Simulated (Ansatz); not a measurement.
Basis-set extrapolation for CH$_{6}$AlBO, SMILES `[CH3][AlH][BH]O` (PBE0-D4/def2-TZVP geometry, frozen core, Ansatz). Multiplicity 1, RHF reference.

```csv
,def2-TZVPP,def2-QZVPP
HF,-382.908965,-382.922984
MP2 correlation,-0.598693,-0.641671
CCSD(T) correlation,-0.663119,not run
```

Energies in hartree. Use E(X) = E(∞) + A·exp(−7.88·√X) for Hartree–Fock and E(X) = E(∞) + B·X^(−2.97) for correlation, with X = 3 and 4, and add CCSD(T) minus MP2 of the smaller set to the MP2 limit.

Task: What is the CCSD(T) energy at the basis-set limit?

Result: HF limit: -382.922984 + (-0.014019) × 0.13774 = -382.92491. MP2 limit: -0.641671 + (-0.042978) × 0.74074 = -0.67351. Higher-order term: -0.663119 − (-0.598693) = -0.06443. Total: -383.66285 hartree, 2.47 eV below CCSD(T)/def2-TZVPP.
